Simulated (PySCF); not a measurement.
# Trend along group 15: MSe molecules

PBE0 with triple-zeta basis sets in PySCF, for the lowest determinant that a PBE0 search found; no spin–orbit coupling. De refers to high-spin ground-configuration atoms. A positive dipole means M(−)Se(+).

| M | basis | state (unpaired electrons) | Re (Å) | ωe (cm⁻¹) | De (eV) | μ (D) |
| --- | --- | --- | --- | --- | --- | --- |
| N | x2c-TZVPPall | doublet (π ↑) | 1.638 | 1019 | 3.67 | 2.14 |
| P | def2-TZVPP | doublet (π ↑) | 2.029 | 596 | 3.85 | -0.27 |
| As | x2c-TZVPPall | doublet (π ↑) | 2.138 | 421 | 3.42 | -0.86 |
| Sb | def2-TZVPP | doublet (π ↑) | 2.330 | 343 | 3.15 | -1.99 |
| Bi | x2c-TZVPPall | doublet (π ↑) | 2.405 | 297 | 2.93 | -2.64 |

The shortest bond is that of SeN (1.638 Å), the longest that of BiSe (2.405 Å).

The rows differ in basis set, which adds steps of its own.

Down a group the atoms grow and get heavier, so bonds lengthen and wavenumbers fall; this series shows no clear exception.

These are scalar-relativistic numbers at best; spin–orbit coupling would shift them, the dissociation energy most. States were picked by a PBE0 search and need not be the measured ground states.
